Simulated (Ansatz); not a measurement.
System: PbBr₂, charge 0, multiplicity 1. SMILES: [Pb]([Br])[Br]
Coordinates optimised at B3LYP-D3(BJ)/def2-TZVP (Ansatz, a quantum-chemistry and plane-wave program):
```xyz
3

Pb    -0.0040    -0.0060     0.7755
Br     1.1391    -1.6707    -0.9155
Br    -1.1297     1.6847    -0.9014
```
Charge 0, spin multiplicity 1.

Parts of the frozen-core correlation energy in def2-SVP (Ansatz, hartree). Frozen orbitals: 37; correlated occupied orbitals by spin: 9 and 9; virtual: 44 and 44. Spin-orbit coupling is left out. Past Kr the def2 sets carry scalar-relativistic core potentials.

```
term                             value
-------------------------  -----------
reference (HF)             -5336.15844
MP2 opposite-spin             -0.21324
MP2 same-spin                 -0.07800
CCSD correlation              -0.31728
(T)                           -0.00885
T1 diagnostic                    0.015
largest doubles amplitude        0.044
```
